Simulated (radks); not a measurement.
Effect of the nuclear size on the phosphorus ion P2+, [Ne] 3s2 3p1. Method: Dirac Kohn-Sham, LDA (Slater exchange, Perdew-Wang correlation), spin-unpolarised, spherical densities, finite nucleus; open shells are shared between the two j in proportion to 2j + 1; Fermi nuclear charge, rms radius 3.1889 fm; computed with a radial shooting solver on a logarithmic mesh with Libxc functionals. The rms radius is varied about that value; shifts are against it.

[
 {"rms radius (fm)": "2.6914", "total energy shift (eV)": "-0.00211", "density at nucleus (e/bohr^3)": "2377", "1s1/2 shift (meV)": "-0.883", "2s1/2 shift (meV)": "-0.059"},
 {"rms radius (fm)": "2.9051", "total energy shift (eV)": "-0.00125", "density at nucleus (e/bohr^3)": "2374", "1s1/2 shift (meV)": "-0.522", "2s1/2 shift (meV)": "-0.035"},
 {"rms radius (fm)": "3.1889", "total energy shift (eV)": "0", "density at nucleus (e/bohr^3)": "2371", "1s1/2 shift (meV)": "0.000", "2s1/2 shift (meV)": "0.000"},
 {"rms radius (fm)": "3.4663", "total energy shift (eV)": "0.00133", "density at nucleus (e/bohr^3)": "2368", "1s1/2 shift (meV)": "0.556", "2s1/2 shift (meV)": "0.037"},
 {"rms radius (fm)": "3.6322", "total energy shift (eV)": "0.00218", "density at nucleus (e/bohr^3)": "2366", "1s1/2 shift (meV)": "0.910", "2s1/2 shift (meV)": "0.060"}
]

Slopes of the eigenvalues against <r^2> in GHz/fm^2, as finite differences over the two radii next to the reference (eigenvalue slopes, not the field-shift constants of lines): 1s1/2 72.9, 2s1/2 4.84.
